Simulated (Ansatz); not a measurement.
```yaml
crystal:
  periodic: [false, false, false]
  atoms:
    - {symbol: Au, position_ang: [2.908963, -0.801464, 0.927959]}
    - {symbol: Sn, position_ang: [0.569012, 3.231654, 0.001560]}
    - {symbol: Sn, position_ang: [0.317011, 1.122351, -1.960252]}
    - {symbol: Sn, position_ang: [0.710641, -2.542937, 1.357593]}
    - {symbol: Sn, position_ang: [-1.569976, -0.777338, 2.349723]}
    - {symbol: Sn, position_ang: [-1.159716, -1.469834, -0.599550]}
    - {symbol: Sn, position_ang: [-1.931366, 1.571826, 0.228878]}
    - {symbol: Sn, position_ang: [-2.447145, 0.346903, -2.445313]}
    - {symbol: Sn, position_ang: [0.808531, 0.816454, 1.607857]}
    - {symbol: Sn, position_ang: [1.794045, -1.497614, -1.468447]}
basis:
  gaussian: {orbitals: def2-TZVP, initial_orbitals: start.molden}
total_charge: 1
hamiltonian: {xc: pbe0, dispersion: d4}
scf: {omitted_lower_state_checks: [starts]}
output: {orbitals: {seedname: orbitals}}
```

The file start.molden holds the orbitals of an earlier run on this structure, at another level or in another basis.

```sh
$ ansatz run in.yaml --threads 6 --pin off --events-out ev --progress --plain --max-ram 7833MiB
```

(1) Does this run fit into the memory that it is given?

Results:

(1) No. It has 490 basis functions, and Ansatz plans for 9 GiB where 8 GiB are given.
